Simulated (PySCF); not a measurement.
H4Cl2N2Sn, SMILES [NH2][Sn]([NH2])([Cl])[Cl], singlet (PBE0/def2-SVP optimised geometry):

```
9

N      1.109    -0.685     0.000
Sn    -0.904    -0.685     0.000
N     -1.608    -1.754    -1.554
Cl    -1.502     1.587     0.000
Cl    -1.903    -1.654     1.893
H      1.502    -1.587     0.265
H      1.490     0.026     0.622
H     -1.468    -1.285    -2.448
H     -2.600    -1.964    -1.455
```

Level of theory: PBE0/def2-TZVP, def2 effective core potentials past Kr run with PySCF.

**Question.** What are the frontier orbital energies and the dipole moment?

**Answer.** HOMO-2 -9.02 eV, HOMO-1 -8.29 eV, HOMO -8.18 eV, LUMO -1.83 eV, LUMO+1 0.40 eV; dipole moment 1.79 D.

On the same geometry PBE/def2-TZVP, def2 effective core potentials past Kr (PySCF 2.14.0) gives HOMO-2 -7.57 eV, HOMO-1 -6.83 eV, HOMO -6.74 eV, LUMO -2.75 eV, LUMO+1 -0.40 eV; dipole moment 1.84 D.
